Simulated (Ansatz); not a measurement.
Molecule: sum formula GeBrCl₂, charge 0, multiplicity 2. It need not be the lowest isomer of its formula. SMILES: [Cl][Ge]([Cl])[Br]
Geometry: optimised at B3LYP-D3(BJ)/def2-TZVP (Ansatz, a quantum-chemistry and plane-wave program).

Computed values are from Ansatz. Correlated levels leave the core frozen unless marked. Open shells are spin-unrestricted. Spin-orbit coupling is left out. Frozen are the shells of the preceding noble gas and the d and f shells that filled before the atom's block. No relativistic terms. Basis-set limits of correlation are two-point, X^-3; Hartree-Fock from the larger set.

Problem. What is the total energy at CCSD(T)/CBS(def2-TZVPPD,def2-QZVPPD)?

Solution. -5567.8537 Eh.

Problem. What is the T1 diagnostic at CCSD/def2-QZVPPD?

Solution. 0.013.

Problem. What is the dipole moment at CCSD(T)/def2-SVPD?

Solution. 1.18 D.

Problem. What is the atomisation energy De at CCSD(T)/CBS(def2-TZVPPD,def2-QZVPPD)?

Solution. 232.2 kcal/mol.
